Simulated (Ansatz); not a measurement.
**Energy profile**

The step: CH₅Ga ([CH3][GaH2]) + NH₃ → GaNH₄ ([NH2][GaH2]) + CH₄; bonds formed: C2–H5; dative contacts that become bonds: Ga1–N6; bonds broken: Ga1–C2, H5–N6 (atoms numbered as in the saddle structure below).

| atom | x (Å) | y (Å) | z (Å) |
| --- | --- | --- | --- |
| Ga1 | 0.4536 | -0.9755 | 0.4686 |
| C2 | 0.6973 | 0.9224 | -0.7025 |
| H3 | 0.6562 | -2.1482 | -0.5456 |
| H4 | 1.1966 | -0.7595 | 1.8273 |
| H5 | -0.5200 | 0.4768 | -0.1600 |
| N6 | -1.4126 | -0.2955 | 0.4972 |
| H7 | 0.3982 | 1.0032 | -1.7501 |
| H8 | 0.7131 | 1.9144 | -0.2445 |
| H9 | 1.7470 | 0.5930 | -0.7196 |
| H10 | -1.8045 | 0.0442 | 1.3646 |
| H11 | -2.1252 | -0.7752 | -0.0354 |

Electronic energies by CCSD(T) at an estimated basis limit (MP2 extrapolated from triple and quadruple zeta, plus CCSD(T) − MP2 in triple zeta), on PBE0-D4/def2-TZVP structures; CH₈GaN, closed shell; no counterpoise correction. Computed with Ansatz 0.2.0 (basis: def2-TZVPP and def2-QZVPP); correlated methods freeze the cores. Filled d shells of the heavier atoms are correlated. The def2 sets are not built for correlating such inner shells, so the correlated values are less sure here. Extrapolation: Hartree–Fock as exp(−7.88 √X), correlation as X^−2.97.

Q: Give the profile in kJ/mol, counted from the separated reactants. (Judge from chemistry; the value comes from the calculation.)

A: Computed:
| point | kJ/mol |
| --- | --- |
| separated: CH₅Ga (linked as [CH3][GaH2]; Ga1, C2, H3, H4, H7, H8, H9; singlet) + NH₃ (H5, N6, H10, H11; singlet) | 0.0 |
| start structure | -92.6 |
| saddle | 70.6 |
| end structure | -77.5 |
| separated: GaNH₄ (linked as [NH2][GaH2]; Ga1, H3, H4, N6, H10, H11; singlet) + CH₄ (C2, H5, H7, H8, H9; singlet) | -71.5 |

No T1 diagnostic of these runs exceeds 0.015.

The step is the kind of exchange with an N–H group that builds nitride films in atomic layer and chemical vapour deposition.

For scale, one of the runs: CCSD(T)/def2-TZVPP, 222 basis functions, launched by `ansatz run in.yaml --threads 4 --pin off --events-out ev --progress --plain --max-ram 9574MiB`. Hardware: 4 CPU threads of an AMD EPYC, shared host. Wall time 3 min; peak host memory 3.5 GiB.
